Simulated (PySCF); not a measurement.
Radial density of Sc (scandium, neutral)

UHF, [Ar] 4s2 4p1, 2P determinant (an excited configuration). All numbers are calculated (PySCF 2.14, scalar relativity by spin-free X2C-1e, in x2c-QZVPPall with one added diffuse shell each of s, p, d, f, g type (12s8p6d4f3g, 121 functions)).

```json
{"r (bohr)": "0.00121", "4πr²ρ (e/bohr)": "0.1390", "4πr²(ρα − ρβ)": "0.0000"}
{"r (bohr)": "0.00203", "4πr²ρ (e/bohr)": "0.3625", "4πr²(ρα − ρβ)": "0.0000"}
{"r (bohr)": "0.00342", "4πr²ρ (e/bohr)": "0.9245", "4πr²(ρα − ρβ)": "0.0000"}
{"r (bohr)": "0.00574", "4πr²ρ (e/bohr)": "2.275", "4πr²(ρα − ρβ)": "0.0001"}
{"r (bohr)": "0.00966", "4πr²ρ (e/bohr)": "5.264", "4πr²(ρα − ρβ)": "0.0001"}
{"r (bohr)": "0.0163", "4πr²ρ (e/bohr)": "10.96", "4πr²(ρα − ρβ)": "0.0003"}
{"r (bohr)": "0.0273", "4πr²ρ (e/bohr)": "19.08", "4πr²(ρα − ρβ)": "0.0006"}
{"r (bohr)": "0.0460", "4πr²ρ (e/bohr)": "24.76", "4πr²(ρα − ρβ)": "0.0015"}
{"r (bohr)": "0.0773", "4πr²ρ (e/bohr)": "21.58", "4πr²(ρα − ρβ)": "0.0045"}
{"r (bohr)": "0.130", "4πr²ρ (e/bohr)": "18.69", "4πr²(ρα − ρβ)": "0.0117"}
{"r (bohr)": "0.219", "4πr²ρ (e/bohr)": "26.10", "4πr²(ρα − ρβ)": "0.0115"}
{"r (bohr)": "0.368", "4πr²ρ (e/bohr)": "17.54", "4πr²(ρα − ρβ)": "-0.0153"}
{"r (bohr)": "0.619", "4πr²ρ (e/bohr)": "6.724", "4πr²(ρα − ρβ)": "-0.0225"}
{"r (bohr)": "1.04", "4πr²ρ (e/bohr)": "8.402", "4πr²(ρα − ρβ)": "-0.0544"}
{"r (bohr)": "1.75", "4πr²ρ (e/bohr)": "2.345", "4πr²(ρα − ρβ)": "-0.0488"}
{"r (bohr)": "2.95", "4πr²ρ (e/bohr)": "0.9422", "4πr²(ρα − ρβ)": "0.2350"}
{"r (bohr)": "4.96", "4πr²ρ (e/bohr)": "0.4287", "4πr²(ρα − ρβ)": "0.2330"}
{"r (bohr)": "8.34", "4πr²ρ (e/bohr)": "0.03454", "4πr²(ρα − ρβ)": "0.0281"}
{"r (bohr)": "14.0", "4πr²ρ (e/bohr)": "0.0002025", "4πr²(ρα − ρβ)": "0.0002"}
```

Densities and radii are taken from the X2C orbitals without a picture-change correction, which distorts them close to the nucleus.

⟨S²⟩ = 0.88 against 0.75 shows spin contamination.

(1) Where is the radial spin density 4πr²(ρα − ρβ) most negative, and why is it negative at all?

Answers

(1) Around r = 1.04 bohr, down to -0.0544 e/bohr: exchange with the open shell polarises the paired shells in an unrestricted calculation.
